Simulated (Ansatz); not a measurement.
`F[Si](F)([SiH3])Cl` + NH₃ → `N[SiH3]` + `F[SiH](F)Cl`  (cleavage of the Si–Si bond)

Program: Ansatz. Geometries: PBE0-D4/def2-TZVP. ΔE: electronic, gas phase. CBS: MP2 limit from def2 TZ/QZ plus the TZ coupled-cluster correction, frozen cores. This one scheme is used for every species.

| species | CCSD/def2-TZVPP energy (Eh) |
| --- | --- |
| `F[Si](F)([SiH3])Cl` | -1239.27793 |
| NH₃ | -56.46834 |
| `N[SiH3]` | -346.73355 |
| `F[SiH](F)Cl` | -949.03236 |

Work out ΔE.

ΔE = (-346.73355) + (-949.03236) − (-1239.27793) − (-56.46834) = -0.01964 Eh = -51.6 kJ/mol. CCSD(T)/CBS gives -47.0 kJ/mol.

Largest T1 diagnostic among the species: 0.012.

From BLYP to BHLYP (50 % exact exchange), in def2-TZVPP and without D4, ΔE moves by −14.9 kJ/mol. In def2-TZVPP, CCSD(T) changes the Hartree–Fock value by +19.9 kJ/mol (the triples alone add +3.1 kJ/mol) and MP2 by +12.0 kJ/mol. Leaving LDA and LC-ωPBE aside and taking each functional with its dispersion term where it has one, the values, not all of them listed here, spread over 26.8 kJ/mol, from B2PLYP to PBE-D4. LDA lies −3.7 kJ/mol from PBE without D4.
